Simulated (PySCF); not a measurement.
**Fe (iron, neutral) across methods**

[Ar] 3d6 4s1 4p1, one real determinant (an excited configuration). Computed with PySCF 2.14 in dyall-av3z, with the non-relativistic Hamiltonian (point nucleus).

```json
{"method": "LDA", "E (hartree)": "-1261.127", "mean ε 3d β (eV)": "-6.937", "mean ε 4s α (eV)": "-6.892", "mean ε 4p α (eV)": "-2.680", "Σ⟨r²⟩ (bohr²)": "44.63", "⟨S²⟩": "12.001"}
{"method": "UHF", "E (hartree)": "-1262.40939", "mean ε 3d β (eV)": "-14.255", "mean ε 4s α (eV)": "-9.752", "mean ε 4p α (eV)": "-5.325", "Σ⟨r²⟩ (bohr²)": "44.98", "⟨S²⟩": "12.003"}
{"method": "PBE", "E (hartree)": "-1263.353", "mean ε 3d β (eV)": "-6.976", "mean ε 4s α (eV)": "-6.706", "mean ε 4p α (eV)": "-2.645", "Σ⟨r²⟩ (bohr²)": "44.97", "⟨S²⟩": "12.001"}
{"method": "r2SCAN", "E (hartree)": "-1263.582", "mean ε 3d β (eV)": "-6.985", "mean ε 4s α (eV)": "-6.958", "mean ε 4p α (eV)": "-2.798", "Σ⟨r²⟩ (bohr²)": "43.94", "⟨S²⟩": "12.001"}
```

Q: Estimate the same row for PBE0.

A: E (hartree) = -1263.386; mean ε 3d β (eV) = -8.979; mean ε 4s α (eV) = -7.567; mean ε 4p α (eV) = -3.368; Σ⟨r²⟩ (bohr²) = 44.54; ⟨S²⟩ = 12.001.

⟨L²⟩ = 8.01 against 12 for a pure F term, so this real determinant mixes terms.
